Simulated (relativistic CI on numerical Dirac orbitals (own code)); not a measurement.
## Pr³⁺: N4,5 absorption edge

Computed with this model: Dirac-Coulomb-Breit CI, separate exchange-only KLI orbitals for each configuration, a model potential for QED, valence Slater integrals scaled by 0.8, multiplet model of core-to-valence dipole absorption; configurations [Xe] 4f2 → [Kr] 4d9 4f3 5s2 5p6; 10 K; Lorentzian 0.75 eV and Gaussian 0.2 eV FWHM. Energies are those of the free ion, without screening or charge transfer. The branching ratio is the share of the lower-energy edge in the whole absorption, uncertain by about 0.02 where the edges overlap. S is read from ⟨S²⟩ = S(S + 1).

Computed curve for free ion, scaled to 100 at the maximum (points under 2 are left out and the grid is thinned):

| Energy (eV) | Intensity |
| --- | --- |
| 124.8 | 2.1 |
| 125.2 | 2.8 |
| 125.6 | 4.1 |
| 126.0 | 6.6 |
| 126.4 | 12.5 |
| 126.9 | 38.7 |
| 127.3 | 79.5 |
| 127.7 | 41.7 |
| 128.1 | 16.2 |
| 128.5 | 8.2 |
| 128.9 | 5.1 |
| 129.3 | 3.7 |
| 129.7 | 3.1 |
| 130.1 | 3.0 |
| 130.5 | 3.8 |
| 131.0 | 7.9 |
| 131.4 | 6.3 |
| 131.8 | 3.5 |
| 132.2 | 2.8 |
| 132.6 | 2.7 |
| 133.0 | 3.1 |
| 133.4 | 3.8 |
| 133.8 | 4.9 |
| 134.2 | 7.0 |
| 134.6 | 10.9 |
| 135.1 | 24.6 |
| 135.5 | 46.5 |
| 135.9 | 94.5 |
| 136.3 | 69.3 |
| 136.7 | 32.4 |
| 137.1 | 27.4 |
| 137.5 | 48.8 |
| 137.9 | 80.7 |
| 138.3 | 38.5 |
| 138.7 | 16.2 |
| 139.2 | 8.2 |
| 139.6 | 5.4 |
| 140.0 | 3.7 |
| 140.4 | 2.7 |
| 140.8 | 2.1 |

The ground state has S = 0.98, and the centroid lies at 133.54 eV.
